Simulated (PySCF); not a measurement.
C₃H₃F₄, SMILES F[C](F)CC(F)F, multiplicity 2. Atoms are numbered in the order given.

```xyz
10

F      2.2932    -0.8609    -0.2785
C      1.2437    -0.0450    -0.2198
F      1.5643     1.0800     0.4297
C     -0.0209    -0.6819     0.2416
C     -1.2023     0.2618     0.1813
F     -1.4289     0.6326    -1.1056
F     -2.3084    -0.3842     0.6321
H     -0.2433    -1.5580    -0.3868
H      0.0970    -1.0351     1.2854
H     -1.0589     1.1771     0.7838
```
Charge 0, spin multiplicity 2.

Geometry: r2SCAN-D4/def2-SVP. The isomer is the one that the SMILES or the coordinates give; other isomers of the formula were not compared. Other conformers were not sampled.

The numbers are results of PBE/def2-TZVP run with PySCF, not measurements.

Atomic charges (e):

```
atom  meta-Löwdin  Löwdin  Mulliken spin
----  -----------  ------  -------------
F1          -0.22    0.22           0.06
C2              ?   -0.47           0.86
F3          -0.23    0.21           0.06
C4          -0.28   -0.26          -0.05
C5              ?   -0.50           0.00
F6          -0.27    0.17           0.00
F7          -0.28    0.17           0.00
H8           0.15    0.17           0.00
H9           0.14    0.16           0.07
H10             ?    0.13           0.00
```

Task: Some entries are withheld; supply them. (An estimate is asked for; the answer gives what the named calculation found.)

Result: 
- C2, meta-Löwdin: 0.43
- C5, meta-Löwdin: 0.44
- H10, meta-Löwdin: 0.12

Task: Give the Mayer and Wiberg (Löwdin basis) orders of the bonds. (An estimate is asked for; the answer gives what the named calculation found.)

Result: 
| bond | Mayer | Wiberg |
|---|---|---|
| F1–C2 | 1.15 | 1.87 |
| C2–F3 | 1.13 | 1.84 |
| C2–C4 | 0.94 | 1.31 |
| C4–C5 | 0.99 | 1.20 |
| C5–F6 | 1.12 | 1.74 |
| C5–F7 | 1.12 | 1.74 |
| C4–H8 | 0.92 | 0.81 |
| C4–H9 | 0.89 | 0.81 |
| C5–H10 | 0.97 | 0.86 |
